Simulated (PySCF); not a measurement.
## I: ionisation energy

I [Kr] 4d10 5s2 5p5 (2P) → I⁺ [Kr] 4d10 5s2 5p4 (3P), as a difference of total energies. All numbers are calculated (PySCF 2.14, the spin-free X2C one-electron Hamiltonian (Gaussian nucleus), in x2c-TZVPPall with one added diffuse shell each of s, p, d, f type (9s7p5d3f, 76 functions)). Correlated levels: valence: [Kr] 4d10 frozen; valence and next inner shell: [Ar] 3d10 frozen. The calculations carry no spin-orbit coupling.

```tsv
method	ionisation energy (eV)	error (eV)
UHF	9.594	-0.925
LDA	10.853	+0.334
PBE	10.550	+0.031
PBE0	10.576	+0.057
r2SCAN	10.598	+0.079
HSE06	10.605	+0.086
wB97X-V	10.665	+0.146
B97-3	10.558	+0.039
BLYP	10.495	-0.024
MP2 (valence)	10.302	-0.217
SCS-MP2 (valence)	10.299	-0.220
MP2 (valence and next inner shell)	10.414	-0.105
SCS-MP2 (valence and next inner shell)	10.372	-0.147
```

Reference: 10.519 eV (measured; NIST levels, between the centres of gravity of the two terms).

Errors of the correlated levels include the incompleteness of this basis and the frozen core.
